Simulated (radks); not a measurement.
Values are calculated unless marked as measured or tabulated.
Question: The europium ion Eu41+, 22 electrons, occupied as [Ar] 3d4 (the NIST ground configuration). Code: a radial shooting solver on a logarithmic mesh with Libxc functionals. Model: scalar-relativistic Kohn-Sham, r2SCAN, spin-polarised, spherical densities, finite nucleus; open shells are filled with parallel spins first (spin-orbit coupling, left out, can overturn this in heavy ions); meta-GGA in the generalised Kohn-Sham scheme; Fermi nuclear charge, rms radius 5.1115 fm. Some entries of the table are withheld. Estimate them.

orbital  occ.  eigenvalue (eV)  <r^2> (bohr^2)
1s up       1        -50680.11       0.0006794
1s down     1        -50680.07       0.0006794
2s up       1        -10170.58         0.01054
2s down     1        -10146.98         0.01051
2p up       3              (1)        0.008464
2p down     3              (2)        0.008429
3s up       1              (3)         0.06340
3s down     1              (4)         0.06381
3p up       3        -3424.936         0.06188
3p down     3        -3399.947         0.06235
3d up       4        -3110.400         0.04931
3d down     0        -3077.684         0.04983

Answer: 
(1) 2p up eigenvalue (eV): -9308.796
(2) 2p down eigenvalue (eV): -9290.866
(3) 3s up eigenvalue (eV): -3693.160
(4) 3s down eigenvalue (eV): -3669.668
